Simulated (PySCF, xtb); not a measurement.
1-[(1R,2R)-2-fluorocyclopropyl]ethanone (C₅H₇FO), SMILES CC(=O)[C@H]1C[C@H]1F. One conformer was computed; it need not be the lowest.

Harmonic wavenumbers (cm⁻¹) from GFN2-xTB in xtb 6.7.1 at its own minimum, in rising order: 50, 122, 133, 211, 359, 406, 422, 580, 623, 781, 826, 861, 971, 973, 1000, 1042, 1053, 1066, 1076, 1130, 1151, 1223, 1305, 1357, 1367, 1439, 1451, 1459, 1770, 3021, 3027, 3028, 3059, 3062, 3093, 3118.

**Question.** What does PBE-D3(BJ)/def2-SVP (PySCF) give at its own minimum? (Estimate from the structure and the level; the computed values follow.)

**Answer.** 64, 121, 144, 229, 358, 419, 438, 577, 629, 738, 774, 807, 915, 938, 981, 1010, 1025, 1055, 1065, 1133, 1148, 1208, 1300, 1329, 1346, 1380, 1393, 1417, 1764, 2971, 3052, 3059, 3077, 3098, 3109, 3168. Paired by order, the mean absolute difference is 25 cm⁻¹ and the zero-point energies are 68.1 and 67.5 kcal/mol.
